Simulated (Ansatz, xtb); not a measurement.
# Worked example: C2H4AlF → C2H2AlF + H2

Species: C2H4AlF `C=[CH][AlH][F]`, singlet; C2H2AlF `C#[C][AlH][F]`, singlet; H2 (hydrogen), singlet. 

Shapes, held fixed at every level: PBE0-D4/def2-TZVP. Flexible molecules stand in one conformer, not always the lowest. Programs: Ansatz 0.2.0, xtb 6.7.1. The zero-point and thermal change to 298 K, harmonic and unscaled (PBE0-D4/def2-TZVP), is -26.5 kJ/mol.

At CCSD(T)/CBS estimate; 1 Eh = 2625.50 kJ/mol:

```
species  energy (Eh)
C2H4AlF  -420.369934
C2H2AlF  -419.136110
     H2    -1.175441
```

Problem. Work out ΔH(298 K) of the reaction at this level.

Solution. 
1. Products less reactants: (-419.136110) + (-1.175441) − [(-420.369934)] = 0.058383 Eh = +153.3 kJ/mol.
2. With the thermal change: +153.3 + (-26.5) = +126.8 kJ/mol.

Other levels give +124.3 (B2PLYP/def2-TZVPP) to +156.4 kJ/mol (PBE0-D4/def2-TZVPP). No measured value is set beside it here. The CBS estimate extrapolates MP2 from def2-TZVPP and def2-QZVPP and adds CCSD(T) − MP2 in the triple-zeta set, cores frozen; for H2 it overshoots the exact energy by about 1 mEh.
